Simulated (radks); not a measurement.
Task: All-electron atom: the germanium ion Ge+ in [Ar] 3d10 4s2 4p1 (the NIST ground configuration). All-electron calculation, scalar-relativistic Kohn-Sham, XLYP, spin-polarised, spherical densities, finite nucleus; open shells are filled with parallel spins first; Fermi nuclear charge, rms radius 4.0742 fm. Program: a radial shooting solver on a logarithmic mesh with Libxc functionals. Some entries of the table are withheld. Estimate them.

orbital  occ.  eigenvalue (hartree)  <r^2> (bohr^2)
1s up       1             -403.3084        0.002972
1s down     1             -403.3070        0.002972
2s up       1             -50.75867         0.05203
2s down     1             -50.75820         0.05203
2p up       3             -44.40554         0.04134
2p down     3             -44.40444         0.04134
3s up       1              -6.51292          0.4497
3s down     1              -6.51129          0.4496
3p up       3              -4.57307          0.4933
3p down     3              -4.57116          0.4929
3d up       5              -1.40454          0.6966
3d down     5              -1.40103          0.6904
4s up       1              -0.74167             (1)
4s down     1              -0.71353             (2)
4p up       1              -0.42431           7.538
4p down     0              -0.39749           7.856
5s up       0              -0.17529           33.67

Result: 
(1) 4s up <r^2> (bohr^2): 4.712
(2) 4s down <r^2> (bohr^2): 4.733
